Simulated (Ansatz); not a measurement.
Reaction (formal hydrolysis of the Si–C bond): `CC[SiH](Cl)OC` + H₂O → `CO[SiH](O)Cl` + `CC`

Calculated with Ansatz (gas phase, PBE0-D4/def2-TZVP geometries, no zero-point term in ΔE). CCSD(T)/CBS is the MP2 limit (def2-TZVPP, def2-QZVPP) plus CCSD(T) − MP2 in def2-TZVPP, frozen cores. This one scheme is used for every species. DFT in def2-TZVPP. B3LYP here is the variant with VWN-RPA as its local correlation; programs differ in this. Each species was taken in one conformer, which may not be the lowest.

```
             level  ΔE (kcal/mol)  difference from CCSD(T)/CBS
            PBE-D4          -24.2                          1.5
         r2SCAN-D4          -27.2                         -1.5
          B3LYP-D4          -26.9                         -1.2
           ωB97X-V          -26.5                         -0.8
           ωB97M-V          -26.4                         -0.7
               PBE          -25.6                          0.1
            r2SCAN          -27.6                         -1.9
     HF/def2-TZVPP          -31.9                         -6.2
   CCSD/def2-TZVPP          -27.0                         -1.3
CCSD(T)/def2-TZVPP          -26.3                         -0.6
     HF/def2-QZVPP          -32.1                         -6.4
    MP2/def2-QZVPP          -25.9                         -0.2
SCS-MP2/def2-QZVPP          -27.0                         -1.3
      HF/CBS(def2)          -32.1                         -6.4
     MP2/CBS(def2)          -25.6                          0.1
    CCSD/CBS(def2)          -26.4                         -0.7
       CCSD(T)/CBS          -25.7                            0
```

Largest T1 diagnostic among the species: 0.011.

The D4 term adds +2.1 kcal/mol with B3LYP and +1.3 kcal/mol with PBE0; it sums over pairs of atoms, weighted by their polarisabilities, and B3LYP, whose exchange is more repulsive, gets the larger term. In def2-TZVPP, CCSD(T) changes the Hartree–Fock value by +5.6 kcal/mol (the triples alone add +0.7 kcal/mol) and MP2 by +5.7 kcal/mol.
